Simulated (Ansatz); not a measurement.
Ansatz (a first-principles code) input (MP2/6-31G* with LANL2DZ past Ar): The .json file joins the Basis Set Exchange's 6-31G* for atoms up to Ar and LANL2DZ past it.

Ansatz 0.2 input:
```yaml
crystal:
  periodic: [false, false, false]
  atoms:
    - {symbol: Ge, position_ang: [1.50161500, -0.08819100, 0.04580100]}
    - {symbol: C, position_ang: [-0.42418900, 0.15332300, -0.03913600]}
    - {symbol: C, position_ang: [-1.20000000, 1.25371300, -0.27799800]}
    - {symbol: C, position_ang: [-2.53118300, 0.77652500, -0.20529800]}
    - {symbol: C, position_ang: [-2.53009500, -0.54192800, 0.06370500]}
    - {symbol: O, position_ang: [-1.22435700, -0.94716800, 0.17056100]}
    - {symbol: H, position_ang: [1.95473500, -1.09874700, -1.01960200]}
    - {symbol: H, position_ang: [1.90923600, -0.59752100, 1.43722300]}
    - {symbol: H, position_ang: [2.12912900, 1.28668100, -0.22307000]}
    - {symbol: H, position_ang: [-0.85282400, 2.25301500, -0.47544000]}
    - {symbol: H, position_ang: [-3.28431000, -1.29376100, 0.20312200]}
basis:
  gaussian:
    orbitals: 6-31Gs+LANL2DZ.json
magnetization: {spin_polarized: true, initial_magnetization: 1}
correlation: {method: mp2, electrons: outside_noble_gas}
```

Output:

```
Functional definition: HF
integrals: 0.07 GiB planned
989 factors; integrals over basis functions are off by at most 1.7e-3 eV
mean field: 0.41 GiB planned
mean field evaluation 1: about -6330.0752 eV, gradient 1.9e1 eV
mean field evaluation 2: about -6330.1921 eV, gradient 1.9e1 eV
mean field evaluation 4: about -6333.0409 eV, gradient 3.4e0 eV
mean field evaluation 8: about -6333.1680 eV, gradient 6.2e-1 eV
mean field evaluation 16: about -6333.2989 eV, gradient 2.0e-1 eV
mean field evaluation 32: about -6331.6091 eV, gradient 2.0e-6 eV
mean field -6333.30243398 eV, -232.7445715822 hartree, gradient 9.0e-6 eV, S^2 1.110958; 4 other end points of the search recorded, 0 dependent functions left out
5 core orbitals not correlated
reference -6333.30243398 eV, -232.7445715822 hartree; 16, 15 occupied and 72, 73 virtual orbitals, 989 factors
second order -18.83464368 eV of doubles, -0.00000000 eV of singles
Total energy: -6352.13707766 eV, -233.4367319709 hartree
```

The geometry given is a B3LYP-D3(BJ)/def2-TZVP minimum.

The determinant is spin-contaminated: <S^2> is 1.11 against 0.75 for a pure state.
